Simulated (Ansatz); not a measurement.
Species: C₃H₁₁NO₃Si (charge 0, singlet). SMILES: CO[Si](N)(OC)OC
Structure (B3LYP-D3(BJ)/def2-TZVP (Ansatz, a first-principles code) minimum search):
```
Si
O 1 1.6327
C 2 1.4184 1 127.09
H 3 1.0904 2 108.09 1 -160.73
H 3 1.0915 4 109.27 2 -121.25
H 3 1.0940 4 108.51 5 -118.49
O 1 1.6392 2 112.91 3 -93.13
C 7 1.4166 1 123.42 2 51.24
H 8 1.0901 7 108.26 1 171.82
H 8 1.0938 9 108.65 7 -120.65
H 8 1.0948 9 108.59 10 -118.07
O 1 1.6411 2 104.08 3 27.41
C 12 1.4186 1 123.24 2 178.86
H 13 1.0902 12 108.15 1 -173.26
H 13 1.0931 14 109.09 12 -120.96
H 13 1.0939 14 108.82 15 -118.27
N 1 1.6978 2 112.69 3 149.91
H 17 1.0064 1 121.22 2 -44.65
H 17 1.0066 18 112.07 1 -150.24
```
Charge 0, spin multiplicity 1.

Property: vertical ionisation energy (to the doublet state of charge +1; each state is the SCF solution reached for its spin), in eV. Correlated levels leave the core frozen unless marked. UHF or UKS for open shells. No spin-orbit coupling. No relativistic terms. 

| level | program | vertical ionisation energy (eV) |
|---|---|---|
| HF/aug-cc-pV(D+d)Z | Ansatz | 8.59 |
| HF/aug-cc-pV(T+d)Z | Ansatz | 8.57 |
| SVWN5/def2-TZVPD | Ansatz | 8.80 |
| PBE/def2-TZVPD | Ansatz | 8.63 |
| B3LYP/def2-TZVPD | Ansatz | 9.21 |
| PBE0/def2-TZVPD | Ansatz | 9.28 |
| BHLYP/def2-TZVPD | Ansatz | 9.66 |
| wB97M-V/def2-TZVPD | Ansatz | 9.75 |
| wB97X-V/def2-TZVPD | Ansatz | 9.77 |
| B2PLYP/def2-TZVPD | Ansatz | 9.70 |
| MP2/aug-cc-pV(D+d)Z | Ansatz | 10.03 |
| RI-MP2/aug-cc-pV(T+d)Z | Ansatz | 10.17 |
| SCS-MP2/aug-cc-pV(D+d)Z | Ansatz | 9.94 |
| CCSD/aug-cc-pV(D+d)Z | Ansatz | 9.74 |
